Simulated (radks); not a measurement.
Values are calculated unless marked as measured or tabulated.
All-electron atom: the fluorine ion F2+ in [He] 2s2 2p3 (the NIST ground configuration).

Level of theory: scalar-relativistic Kohn-Sham, Slater X-alpha with alpha = 0.667, spin-polarised, spherical densities, point nucleus; open shells are filled with parallel spins first (a radial shooting solver on a logarithmic mesh with Libxc functionals).

Energy parts (Ry):
| part | energy |
|---|---|
| total | -193.53326 |
| kinetic | 193.87486 |
| electron-nucleus | -446.18067 |
| Hartree | 75.21152 |
| exchange | -16.43897 |

Orbitals (lengths in bohr, moments of r in powers of bohr; <r^-3> diverges for s and p1/2):
| orbital | occ. | eigenvalue (Ry) | <r> | <1/r> | <r^-3> |
|---|---|---|---|---|---|
| 1s up | 1 | -51.73438 | 0.1775 | 8.576 | - |
| 1s down | 1 | -51.46620 | 0.1767 | 8.607 | - |
| 2s up | 1 | -5.05047 | 0.9152 | 1.596 | - |
| 2s down | 1 | -4.44399 | 0.9481 | 1.535 | - |
| 2p up | 3 | -3.70212 | 0.8831 | 1.492 | 10.74 |
| 2p down | 0 | -3.06903 | 0.9418 | 1.420 | 9.758 |

The highest occupied level is 2p up at -50.370 eV. The density falls to 0.001 e/bohr^3 at r = 2.46 bohr. For comparison, the ionisation energy in NIST's Atomic Spectra Database is 62.708 eV (semi-empirical). In exact Kohn-Sham theory the highest level is minus the ionisation energy, but local and semilocal functionals leave it too shallow, through self-interaction and a potential that decays too fast; potentials with the right tail come closer. Spin moment in Bohr magnetons: 3.
